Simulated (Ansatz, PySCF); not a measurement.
Gas-phase reaction (SMILES): N[Si](Cl)(Cl)Cl + 3 [SiH4] (SiH4) → N[SiH3] + 3 [SiH3]Cl [chlorosilane]; bond separation energy.

Each molecule is optimised on its own at B3LYP-D3(BJ)/def2-TZVP (Ansatz, an electronic-structure program), one conformer each, not searched for the lowest. Cores are frozen in the correlated levels unless marked. No spin-orbit coupling. Non-relativistic. Basis-set limits of correlation are two-point, X^-3; Hartree-Fock from the larger set. The bracket is a focal-point correction in the basis named. Thermal terms are rigid-rotor harmonic-oscillator values from B3LYP-D3(BJ) frequencies (Ansatz or PySCF) at 298.15 K and 1 atm. 1 Eh = 627.5095 kcal/mol.

| species | E, RI-MP2/CBS(aug-cc-pV(T+d)Z,aug-cc-pV(Q+d)Z)+[CCSD(T)-MP2]/aug-cc-pV(T+d)Z (Ansatz) (Eh) | E, PBE-D3(BJ)/def2-TZVPD (Ansatz + dftd3) (Eh) | H - E (Eh) |
|---|---|---|---|
| N[Si](Cl)(Cl)Cl | -1724.50925 | -1725.55708 | 0.03959 |
| N[SiH3] | -346.80157 | -347.07383 | 0.05540 |
| [SiH3]Cl | -750.69218 | -751.21200 | 0.03058 |
| [SiH4] (SiH4) | -291.46108 | -291.72290 | 0.03520 |

Q: Work out ΔE and ΔH at 298.15 K at the first level, then ΔH at the second.

A: 
1. ΔE = [(-346.80157) + 3×(-750.69218)] - [(-1724.50925) + 3×(-291.46108)] = 0.01438 Eh = 9.0 kcal/mol at RI-MP2/CBS(aug-cc-pV(T+d)Z,aug-cc-pV(Q+d)Z)+[CCSD(T)-MP2]/aug-cc-pV(T+d)Z.
2. The terms H - E add up to 0.00195 Eh, so ΔH = (0.01438 + (0.00195))×627.5095 = 10.2 kcal/mol.
3. At PBE-D3(BJ)/def2-TZVPD the same steps give ΔE = 10.0 and ΔH = 11.2 kcal/mol, a shift of +1.0 from the first level.
4. These values are not checked against measurement here, since the tables used lack a sound gas-phase enthalpy of formation for at least one species.
